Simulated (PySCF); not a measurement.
Results of a calculation; reference values are marked as such.
# Al2F6

The system: Al2F6, a molecule; neutral, singlet. The structure was relaxed in the gas phase by PBE0-D3(BJ)/def2-SVP. No frequency run checks that it is a minimum.

SMILES: [F][Al-]1([F])[F+][Al-]([F])([F])[F+]1

Coordinates in Å:
```
F1     -1.054    2.138   -1.023
Al2    -0.537    1.247    0.257
F3     -0.585    1.734    1.825
F4     -1.084   -0.475    0.108
Al5     0.503   -1.263   -0.274
F6      0.544   -1.738   -1.846
F7      1.030   -2.169    0.992
F8      1.052    0.458   -0.116
```

Shieldings: GIAO PBE0/pcSseg-2.  Core levels by delta-SCF with SCAN, pcX-2 on the ionised atom and pcseg-1 elsewhere, spin-free X2C (2p3/2 is the spin-free 2p value less a third of a first-order spin-orbit splitting); from the vacuum level, for chosen atoms.

(1) Give the shieldings and core levels atom by atom.

(2) By CAM-B3LYP/def2-SVPD (TDDFT singlets, Tamm-Dancoff triplets, ionisation by delta-SCF), where does absorption start, and what does vertical ionisation take?

Answers

(1) 
```json
{"atoms": "F1 F3 F6 F7", "bonded to": "1 Al", "σ (ppm)": "391.2", "δ (ppm)": "-", "core level (eV)": "1s 693.04"}
{"atoms": "Al2 Al5", "bonded to": "4 F", "σ (ppm)": "525.7", "δ (ppm)": "-", "core level (eV)": "2p3/2 84.07"}
{"atoms": "F4 F8", "bonded to": "2 Al", "σ (ppm)": "356.9", "δ (ppm)": "-", "core level (eV)": "1s 695.46"}
```

Values are those of this one static structure; atoms that internal rotation interchanges would show their mean in an NMR spectrum.

(2) The lowest singlet lies at 9.51 eV (f 0.026), the strongest of the first 6 at 10.03 eV (f 0.207), the lowest triplet at 9.20 eV; vertical ionisation takes 14.86 eV.

The 3 runs behind this took 2.1 min in all, one thread each of Intel Xeon 6975P-C on a shared host, launched as `OMP_NUM_THREADS=1 python cluster_run.py task.json out`.
